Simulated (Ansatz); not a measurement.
A made-up structure of CH₃AlSe, closed shell:

C1  (-0.243, -0.072, -0.772)
Al2  (0.246, 0.424, 1.012)
Se3  (0.474, -1.690, 0.300)
H4  (-1.272, -0.255, -1.071)
H5  (1.328, -0.425, 1.660)
H6  (0.398, 1.479, 2.162)
(Å)

It is relaxed with PBE-D4/def2-SVP and then PBE0-D4/def2-TZVP (Ansatz 0.2.0). Atoms count as bonded within 1.22 times the sum of their covalent radii (H–H: 0.88 Å). The end point is not checked to be a true minimum.

Q: Does its bonding change? (A judgement: the text doesn't fix the answer.)

A: By the calculation: No: no bond forms or breaks.

Where it ends: The first stage lowers the energy by 3.29 eV in 16 steps. It ends as CH₃AlSe ([CH]1[AlH2][Se]1):
```
6
angstrom
C -0.6404 -0.4586 -0.0973
Al 0.5569 0.3099 1.2455
Se 0.8382 -0.9580 -0.9540
H -1.6112 -0.7001 -0.5233
H 0.8891 -0.5811 2.5099
H 0.8989 1.8487 1.1104
```

Labels in which every atom is bracketed show which atoms are joined, not bond orders.

For scale, one of the runs: PBE0-D4/def2-TZVP relaxation, 134 basis functions, launched by `ansatz run in.yaml --threads 2 --pin off --events-out ev --progress --plain --max-ram 4352MiB`. The run took about 24 s on 2 CPU threads of an Arm Neoverse V1 (shared host).
